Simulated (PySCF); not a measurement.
Ligands exchanged one at a time, Sn Cl-H. All species are isolated molecules in the gas phase. Strings in code marks are SMILES.

The HOMO from two functionals at the same geometries (B3LYP-D3(BJ)/def2-TZVP), both in PySCF: PBE-D3(BJ)/def2-TZVP and B3LYP-D3(BJ)/def2-TZVP. B3LYP has the VWN-RPA correlation part, as in Gaussian. 

| species | B3LYP-D3(BJ)/def2-TZVP (eV) |
|---|---|
| 0 of 4 Cl replaced by H (`[Cl][Sn]([Cl])([Cl])[Cl]`) | -9.46 |
| 1 of 4 Cl replaced by H | -9.11 |
| 2 of 4 Cl replaced by H (`[Cl][SnH2][Cl]`) | -8.68 |
| 3 of 4 Cl replaced by H (`[Cl][SnH3]`) | -8.34 |

Q: What does PBE-D3(BJ)/def2-TZVP give for each?

A: 
- 0 of 4 Cl replaced by H (`[Cl][Sn]([Cl])([Cl])[Cl]`): -8.31
- 1 of 4 Cl replaced by H: -7.97
- 2 of 4 Cl replaced by H (`[Cl][SnH2][Cl]`): -7.58
- 3 of 4 Cl replaced by H (`[Cl][SnH3]`): -7.24
Over these rows, drawn at random from the members with no instability flagged (it was tested for open shells, ions and some series alone), PBE minus B3LYP-D3(BJ): mean +1.13 eV, from +1.10 eV to +1.16 eV.
